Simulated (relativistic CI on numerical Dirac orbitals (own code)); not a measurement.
# Slater and spin-orbit integrals, Gd XVI

These numbers are calculated, not measured: Dirac-Coulomb-Breit CI, separate exchange-only KLI orbitals for each configuration, a model potential for QED, unscaled Slater integrals (own radial code, finite nucleus).

Slater integrals F^k, G^k are unscaled and averaged over j, outside the closed core [Kr]; ζ comes from projecting the Hamiltonian with its Breit term on Σ l·s of the shell.

- 4d¹⁰4f³: F^2(4f,4f) = 156920, F^4(4f,4f) = 100860, F^6(4f,4f) = 73301, ζ(4f) = 2165 cm⁻¹; <r>(4f) = 0.6461, <r^2>(4f) = 0.4888 (bohr units).
- 4d¹⁰4f²5s: F^2(4f,4f) = 159540, F^4(4f,4f) = 102640, F^6(4f,4f) = 74619, ζ(4f) = 2269, G^3(4f,5s) = 30180 cm⁻¹; <r>(4f) = 0.6371, <r^2>(4f) = 0.475, <r>(5s) = 1.086, <r^2>(5s) = 1.313 (bohr units).
- 4d¹⁰4f5s²: ζ(4f) = 2375.2 cm⁻¹; <r>(4f) = 0.6268, <r^2>(4f) = 0.4592 (bohr units).

Averages of the first 10 configurations, taken without configuration mixing, which lowers the lowest level and can move excited configurations by several eV; other configurations of the list can lie among them:

| Configuration | Parity | States | Average energy above the lowest level (eV) |
| --- | --- | --- | --- |
| 4d¹⁰4f³ | odd | 364 | 6.4 |
| 4d¹⁰4f²5s | even | 182 | 11.7 |
| 4d¹⁰4f5s² | odd | 14 | 23.2 |
| 4d¹⁰4f5s5p | even | 168 | 54.2 |
| 4d¹⁰4f²5p | odd | 546 | 44.8 |
| 4d¹⁰4f5p² | odd | 210 | 89.4 |
| 4d¹⁰4f5s5d | odd | 280 | 103.6 |
| 4d¹⁰4f²5d | even | 910 | 92.1 |
| 4d⁹4f⁴ | even | 10010 | 157.3 |
| 4d¹⁰4f5p5d | even | 840 | 137.1 |
